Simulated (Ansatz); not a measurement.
`[SH][Ti]([Cl])([Cl])[Cl]` and `[F][Ti]([SH])([Cl])[Cl]` differ in one atom or group.

Ansatz, PBE0-D4/def2-TZVP geometries, multiplicity 1. Each molecule was computed in one conformer, which needn't be the lowest.

Scalar relativity is left out up to krypton.

```csv
property,`[SH][Ti]([Cl])([Cl])[Cl]`
LUMO energy (B3LYP/def2-TZVPP) / eV,-3.83
LUMO energy (ωB97M-V/def2-TZVPP) / eV,-1.46
HOMO–LUMO gap (PBE/def2-TZVPP) / eV,2.62
size of the dipole moment (PBE/def2-TZVPP) / D,0.81
size of the dipole moment (ωB97M-V/def2-TZVPP) / D,0.86
HOMO–LUMO gap (PBE0/def2-TZVPP) / eV,4.70
```

Task: Give the same properties after the change, and the shifts. (Best estimate.)

Result: The calculation gave: 
```
                                          property  `[F][Ti]([SH])([Cl])[Cl]`  shift
               LUMO energy (B3LYP/def2-TZVPP) / eV                      -3.71   0.12
             LUMO energy (ωB97M-V/def2-TZVPP) / eV                      -1.32   0.14
               HOMO–LUMO gap (PBE/def2-TZVPP) / eV                       2.78   0.16
    size of the dipole moment (PBE/def2-TZVPP) / D                       0.98   0.17
size of the dipole moment (ωB97M-V/def2-TZVPP) / D                       0.99   0.13
              HOMO–LUMO gap (PBE0/def2-TZVPP) / eV                       4.88   0.18
```

Dipoles are sizes alone; their direction can turn.

B3LYP here is the variant with VWN-RPA as its local correlation; programs differ in this.
